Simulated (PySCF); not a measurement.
PySCF job for Zn(iPr)(OH) (C₃H₈OZn), SMILES C[CH](C)[Zn][OH], TDA-PBE0/def2-SVPD. Geometry: B3LYP-D3(BJ)/def2-SVP. The structure was generated by enumeration; whether it is a known compound was not checked. The values are those of a single conformer.

```python
import numpy as np
from pyscf import gto, scf, dft, tdscf

mol = gto.M(
    atom='''
    Zn   -0.08977829    0.51331589    0.48621522
    C    -0.25718556   -0.66838175   -1.07157916
    C    -0.54894173   -2.11501515   -0.65296928
    C     0.96977345   -0.58180901   -1.98776486
    H    -1.13216484   -0.28950211   -1.63136913
    H    -0.68279331   -2.76500186   -1.53904272
    H     0.27890882   -2.54770993   -0.06552302
    H    -1.46376411   -2.20133746   -0.04420539
    H     1.15637140    0.44359286   -2.34663265
    H     0.84411856   -1.22334404   -2.88115246
    H     1.88723745   -0.92390113   -1.47898939
    O     0.14479680    1.49566844    1.96201879
    H    -0.33481637    2.33361490    1.97818773
    ''',
    basis='def2-SVPD',
    charge=0,
    spin=0,
    max_memory=1600,
    verbose=4,
)
mf = dft.RKS(mol, xc='pbe0').density_fit(auxbasis='def2-universal-jkfit')
mf.grids.level = 3
mf.conv_tol = 1e-9
mf.max_cycle = 100
mf.kernel()
mf.grids = dft.Grids(mol).set(level=1).build(with_non0tab=True)  # coarser grid for the response kernel
td = tdscf.TDA(mf)
td.singlet = True
td.nstates = 10
td.conv_tol = 1e-4
td.positive_eig_threshold = 1e-6
td.kernel(x0=td.get_init_guess(mf, 15))
td.analyze()
tt = tdscf.TDA(mf)
tt.singlet = False
tt.nstates = 4
tt.conv_tol = 1e-4
tt.positive_eig_threshold = 1e-6
tt.kernel(x0=tt.get_init_guess(mf, 9))
tt.analyze(verbose=3)
```

Output:

```
PySCF version 2.14.0

[INPUT] verbose = 4
[INPUT] num. atoms = 13
[INPUT] num. electrons = 64
[INPUT] charge = 0
[INPUT] spin (= nelec alpha-beta = 2S) = 0
[INPUT] symmetry False subgroup None
[INPUT] Mole.unit = angstrom
[INPUT] Symbol           X                Y                Z      unit          X                Y                Z       unit  Magmom
[INPUT]  1 Zn    -0.089778290000   0.513315890000   0.486215220000 AA   -0.169656380032   0.970026447487   0.918813603395 Bohr   0.0
[INPUT]  2 C     -0.257185560000  -0.668381750000  -1.071579160000 AA   -0.486010271593  -1.263058454158  -2.024991133191 Bohr   0.0
[INPUT]  3 C     -0.548941730000  -2.115015150000  -0.652969280000 AA   -1.037349528045  -3.996799382806  -1.233933106954 Bohr   0.0
[INPUT]  4 C      0.969773450000  -0.581809010000  -1.987764860000 AA    1.832606223375  -1.099459685704  -3.756331185434 Bohr   0.0
[INPUT]  5 H     -1.132164840000  -0.289502110000  -1.631369130000 AA   -2.139481475462  -0.547079700384  -3.082840863770 Bohr   0.0
[INPUT]  6 H     -0.682793310000  -2.765001860000  -1.539042720000 AA   -1.290292355585  -5.225096249313  -2.908369234806 Bohr   0.0
[INPUT]  7 H      0.278908820000  -2.547709930000  -0.065523020000 AA    0.527061283526  -4.814474012535  -0.123820562654 Bohr   0.0
[INPUT]  8 H     -1.463764110000  -2.201337460000  -0.044205390000 AA   -2.766113278868  -4.159924907146  -0.083536080330 Bohr   0.0
[INPUT]  9 H      1.156371400000   0.443592860000  -2.346632650000 AA    2.185225244280   0.838269016213  -4.434493023462 Bohr   0.0
[INPUT] 10 H      0.844118560000  -1.223344040000  -2.881152460000 AA    1.595152895062  -2.311785191719  -5.444589072517 Bohr   0.0
[INPUT] 11 H      1.887237450000  -0.923901130000  -1.478989390000 AA    3.566361912523  -1.745920101876  -2.794884888238 Bohr   0.0
[INPUT] 12 O      0.144796800000   1.495668440000   1.962018790000 AA    0.273626295713   2.826403724755   3.707678164351 Bohr   0.0
[INPUT] 13 H     -0.334816370000   2.333614900000   1.978187730000 AA   -0.632711241321   4.409893041204   3.738233032675 Bohr   0.0

nuclear repulsion = 332.924172403358
number of shells = 77
number of NR pGTOs = 279
number of NR cGTOs = 181
basis = def2-SVPD
ecp = {}


[settings echo left out]
init E= -1972.58790945568
  HOMO = -0.293120511494728  LUMO = -0.0694161326130054  gap/eV = 6.08731
cycle= 1 E= -1972.73115887359  delta_E= -0.143  |g|= 0.996  |ddm|= 4.84
  HOMO = -0.118028659296595  LUMO = -0.001559333967319  gap/eV = 3.16929
cycle= 2 E= -1972.05739373674  delta_E= 0.674  |g|= 2.05  |ddm|= 4.13
  HOMO = -0.251339994919165  LUMO = -0.0246606370247182  gap/eV = 6.16826
cycle= 3 E= -1972.89823141697  delta_E= -0.841  |g|= 0.293  |ddm|= 2.47
  HOMO = -0.271611842552215  LUMO = -0.0204671121365427  gap/eV = 6.83400
cycle= 4 E= -1972.91491529847  delta_E= -0.0167  |g|= 0.118  |ddm|= 0.688
  HOMO = -0.268478060095211  LUMO = -0.0196205771873474  gap/eV = 6.77176
cycle= 5 E= -1972.91723187215  delta_E= -0.00232  |g|= 0.0217  |ddm|= 0.232
  HOMO = -0.266805792927682  LUMO = -0.018877010106837  gap/eV = 6.74649
cycle= 6 E= -1972.91732632137  delta_E= -9.44e-05  |g|= 0.00724  |ddm|= 0.0442
  HOMO = -0.26706568919437  LUMO = -0.0189765078216029  gap/eV = 6.75085
cycle= 7 E= -1972.91733587474  delta_E= -9.55e-06  |g|= 0.0017  |ddm|= 0.012
  HOMO = -0.26690036122207  LUMO = -0.0189711113167181  gap/eV = 6.74650
cycle= 8 E= -1972.91733654663  delta_E= -6.72e-07  |g|= 0.000589  |ddm|= 0.00319
  HOMO = -0.266975058973907  LUMO = -0.0189971010794387  gap/eV = 6.74782
cycle= 9 E= -1972.91733662093  delta_E= -7.43e-08  |g|= 0.000117  |ddm|= 0.00128
  HOMO = -0.266966627085107  LUMO = -0.0189883692937114  gap/eV = 6.74783
cycle= 10 E= -1972.91733662431  delta_E= -3.38e-09  |g|= 2.65e-05  |ddm|= 0.000254
  HOMO = -0.266967267272324  LUMO = -0.0189892728321084  gap/eV = 6.74782
cycle= 11 E= -1972.9173366245  delta_E= -1.83e-10  |g|= 6.11e-06  |ddm|= 6.35e-05
  HOMO = -0.266967231257358  LUMO = -0.0189886252423461  gap/eV = 6.74784
Extra cycle  E= -1972.91733662451  delta_E= -1.09e-11  |g|= 8.1e-06  |ddm|= 2.29e-05
converged SCF energy = -1972.91733662451
tot grids = 47936
Overwritten attributes  positive_eig_threshold  of <class 'pyscf.tdscf.rks.TDA'>


******** <class 'pyscf.tdscf.rks.TDA'> for <class 'pyscf.df.df_jk.DFRKS'> ********
nstates = 10 singlet
deg_eia_thresh = 1.000e-03
wfnsym = None
conv_tol = 0.0001
eigh lindep = 1e-12
eigh level_shift = 0
eigh max_cycle = 100


Excitation energies (eV)
[5.90487422 5.98013058 6.14058103 6.30771017 6.68011968 6.87222717
 7.22914106 7.38596123 7.76057108 7.7924554 ]

** Singlet excitation energies and oscillator strengths **
Excited State   1:      5.90487 eV    209.97 nm  f=0.2045
      31 -> 35       -0.11899
      32 -> 33        0.66394
      32 -> 34       -0.16567
Excited State   2:      5.98013 eV    207.33 nm  f=0.0250
      31 -> 33        0.69212
Excited State   3:      6.14058 eV    201.91 nm  f=0.0358
      32 -> 33       -0.15972
      32 -> 34       -0.67879
Excited State   4:      6.30771 eV    196.56 nm  f=0.0599
      32 -> 35        0.69092
Excited State   5:      6.68012 eV    185.60 nm  f=0.0068
      31 -> 34        0.69562
Excited State   6:      6.87223 eV    180.41 nm  f=0.0266
      30 -> 33       -0.53270
      31 -> 35       -0.41843
      32 -> 36        0.15742
Excited State   7:      7.22914 eV    171.51 nm  f=0.1287
      30 -> 34        0.10015
      31 -> 35       -0.15347
      32 -> 36       -0.66588
Excited State   8:      7.38596 eV    167.86 nm  f=0.0291
      30 -> 33       -0.34484
      30 -> 34       -0.39218
      31 -> 35        0.42021
      32 -> 36       -0.12804
Excited State   9:      7.76057 eV    159.76 nm  f=0.0334
      29 -> 33       -0.16860
      30 -> 33       -0.13685
      30 -> 34        0.38464
      30 -> 35        0.46233
      31 -> 35        0.15749
      32 -> 37        0.18038
Excited State  10:      7.79246 eV    159.11 nm  f=0.0430
      29 -> 33       -0.25479
      30 -> 33       -0.13484
      30 -> 34        0.29843
      30 -> 35       -0.49649
      31 -> 35        0.14527
      32 -> 37        0.16395

** Transition electric dipole moments (AU) **
state          X           Y           Z        Dip. S.      Osc.
  1         0.0879     -0.8733     -0.8019      1.4135      0.2045
  2         0.3182      0.2041     -0.1671      0.1708      0.0250
  3         0.2856      0.0140      0.3952      0.2380      0.0358
  4        -0.4134     -0.2790      0.3726      0.3875      0.0599
  5         0.1653      0.0719     -0.0961      0.0417      0.0068
  6        -0.2345      0.2725     -0.1703      0.1582      0.0266
  7        -0.0285      0.5754      0.6282      0.7265      0.1287
  8        -0.0878     -0.1754     -0.3496      0.1607      0.0291
  9        -0.3672     -0.1701     -0.1080      0.1754      0.0334
 10         0.1503      0.1162     -0.4351      0.2254      0.0430

** Transition velocity dipole moments (imaginary part, AU) **
state          X           Y           Z        Dip. S.      Osc.
  1        -0.0019     -0.1189     -0.1427      0.0345      0.1060
  2         0.0679      0.0395     -0.0335      0.0073      0.0221
  3        -0.0115      0.0417      0.0339      0.0030      0.0089
  4        -0.0200     -0.0072      0.0311      0.0014      0.0041
  5         0.0348      0.0172     -0.0199      0.0019      0.0052
  6        -0.0367      0.0288     -0.0420      0.0039      0.0104
  7         0.0065      0.1186      0.1471      0.0357      0.0897
  8        -0.0311     -0.0230     -0.0803      0.0079      0.0195
  9        -0.0064     -0.0328     -0.0105      0.0012      0.0029
 10         0.0291     -0.0183     -0.0397      0.0028      0.0064

** Transition magnetic dipole moments (imaginary part, AU) **
state          X           Y           Z
  1         0.2926      0.2664     -0.2462
  2         0.3640     -0.3294      0.2835
  3        -0.3072     -0.3092      0.2678
  4        -0.1927      0.0247     -0.1491
  5         0.2214     -0.1614      0.2205
  6         0.2838      0.0927     -0.0839
  7         0.1531      0.1592     -0.1402
  8         0.0348      0.0144     -0.0167
  9        -0.0314      0.6641     -0.4789
 10         0.7194     -0.2133      0.0346


******** <class 'pyscf.tdscf.rks.TDA'> for <class 'pyscf.df.df_jk.DFRKS'> ********
nstates = 4 triplet
deg_eia_thresh = 1.000e-03
wfnsym = None
conv_tol = 0.0001
eigh lindep = 1e-12
eigh level_shift = 0
eigh max_cycle = 100


Excitation energies (eV)
[4.98753578 5.59026543 5.65470274 5.87257166]

** Triplet excitation energies and oscillator strengths **
Excited State   1:      4.98754 eV    248.59 nm  f=0.0000
Excited State   2:      5.59027 eV    221.79 nm  f=0.0000
Excited State   3:      5.65470 eV    219.26 nm  f=0.0000
Excited State   4:      5.87257 eV    211.12 nm  f=0.0000
```

The calculation finished and met its thresholds.
